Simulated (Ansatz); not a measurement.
`BO[SiH2]S` + `[OH][AlH2]` → `[AlH2][O][SiH2]S` + `BO`  (ligand exchange at the Si–O bond)

Calculated with Ansatz (gas phase, PBE0-D4/def2-TZVP geometries, no zero-point term in ΔE). CCSD(T)/CBS is the MP2 limit (def2-TZVPP, def2-QZVPP) plus CCSD(T) − MP2 in def2-TZVPP, frozen cores. This one scheme is used for every species. Each species was taken in one conformer, which may not be the lowest.

`BO[SiH2]S`:

```xyz
9

B    -1.780   -0.481   -0.183
O    -0.700    0.296   -0.409
Si    0.709    0.480    0.438
S     2.288   -0.673   -0.388
H    -1.833   -1.163    0.807
H    -2.668   -0.459   -0.987
H     1.027    1.922    0.382
H     0.544   -0.017    1.824
H     2.413    0.095   -1.484
```

`[OH][AlH2]`:

Cartesian coordinates in Å:
```
O -0.157 -0.580 -1.058
Al 0.003 0.048 0.509
H 0.021 -0.074 -1.848
H 0.470 1.549 0.709
H -0.337 -0.943 1.688
```

`[AlH2][O][SiH2]S`:

Z-matrix (Å, degrees):
```
Si
O 1 1.620
S 1 2.138 2 113.0
H 1 1.483 2 108.9 3 -121.8
H 1 1.482 2 110.4 3 115.9
Al 2 1.691 1 155.5 3 15.3
H 3 1.344 1 94.6 2 -72.5
H 6 1.577 2 117.1 1 -155.8
H 6 1.579 2 118.4 1 25.8
```

`BO`:

Cartesian coordinates in Å:
```
B 0.399 -0.119 0.061
O -0.714 0.147 -0.651
H 1.355 -0.495 -0.551
H 0.411 0.022 1.255
H -1.451 0.445 -0.113
```

| species | SCS-MP2/def2-TZVPP energy (Eh) |
| --- | --- |
| `BO[SiH2]S` | -789.74440 |
| `[OH][AlH2]` | -318.94881 |
| `[AlH2][O][SiH2]S` | -1006.98006 |
| `BO` | -101.72534 |

Problem. Work out ΔE.

Solution. ΔE = (-1006.98006) + (-101.72534) − (-789.74440) − (-318.94881) = -0.01219 Eh = -32.0 kJ/mol. CCSD(T)/CBS gives -31.4 kJ/mol.

Problem. What do rigid-rotor, harmonic-oscillator terms from PBE0-D4/def2-TZVP frequencies (298.15 K, 1 bar) make of the CCSD(T)/CBS value? (Estimate.)

Solution. Ansatz gave: ΔZPE = +2.8 kJ/mol, ΔH = -28.0 kJ/mol, ΔS = 8 J/(mol·K), ΔG = -30.4 kJ/mol. Modes under 50 cm⁻¹ make the entropy rough.

Largest T1 diagnostic among the species: 0.014.

At CCSD(T), def2-SVP lies −8.7 kJ/mol from the extrapolated value and def2-TZVPP −0.9 kJ/mol. Leaving LDA and LC-ωPBE aside and taking each functional with its dispersion term where it has one, the values, not all of them listed here, spread over 4.0 kJ/mol, from BHLYP-D4 to revPBE-D4.
